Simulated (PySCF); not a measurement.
A calculated (M06-2X, PySCF 2.14, aug-cc-pVDZ-X2C, the spin-free X2C one-electron Hamiltonian (Gaussian nucleus)) atom or ion has these occupied shells.

| shell | electrons | orbital energy (eV) | rms radius, mean of both spins (bohr) |
| --- | --- | --- | --- |
| 1s α | 1 | -16056.3 | 0.0451 |
| 1s β | 1 | -16056.3 | 0.0451 |
| 2s α | 1 | -2206.0 | 0.187 |
| 2s β | 1 | -2205.9 | 0.187 |
| 2p α | 3 | -1962.7 | 0.166 |
| 2p β | 3 | -1962.7 | 0.166 |
| 3s α | 1 | -354.40 | 0.525 |
| 3s β | 1 | -354.32 | 0.525 |
| 3p α | 3 | -275.20 | 0.536 |
| 3p β | 3 | -275.15 | 0.536 |
| 3d α | 5 | -142.18 | 0.547 |
| 3d β | 5 | -142.14 | 0.547 |
| 4s α | 1 | -47.842 | 1.45 |
| 4s β | 1 | -47.657 | 1.45 |
| 4p α | 3 | -27.558 | 1.68 |
| 4p β | 3 | -27.528 | 1.68 |
| 5s α | 1 | -5.651 | 4.48 |
| 5p α | 1 | -2.895 | 5.81 |

Problem. Name the element and its charge.

Solution. Sr (strontium, neutral), in [Kr] 5s1 5p1, high-spin 3P determinant (an excited configuration).
